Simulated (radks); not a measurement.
Results of a calculation; reference values are marked as such.
Question: These are the eigenvalues of the occupied orbitals of an atom or ion with whole-number occupations (Ry). Code: a radial shooting solver on a logarithmic mesh with Libxc functionals. Model: Dirac Kohn-Sham, LDA (Slater exchange, Perdew-Wang correlation), spin-unpolarised, spherical densities, point nucleus.

1s1/2: -3184.385
2s1/2: -515.2517
2p1/2: -487.6747
2p3/2: -449.4966
3s1/2: -112.0688
3p1/2: -100.2702
3p3/2: -92.65274
3d3/2: -72.03500
3d5/2: -70.38659
4s1/2: -22.59198
4p1/2: -18.14117
4p3/2: -16.47924
4d3/2: -9.15407
4d5/2: -8.86073
5s1/2: -3.41781
5p1/2: -2.22604
5p3/2: -1.99996
6s1/2: -0.62030
4f5/2: -0.58853

Which element is it, and in what charge state? The configuration may be excited. Open shells, if any, fill j = l - 1/2 first.

Answer: Z = 60, neodymium, charge +1: Nd+ in [Xe] 4f4 6s1. The list shows which subshells hold electrons but not how many an open one holds; the 1s level, -1592.2 hartree, gives Z - s = 56.4 by -(Z - s)^2/2, which with screening and relativity narrows Z to a few neighbours, and the depths of the outer levels then fix element, charge and occupations together.
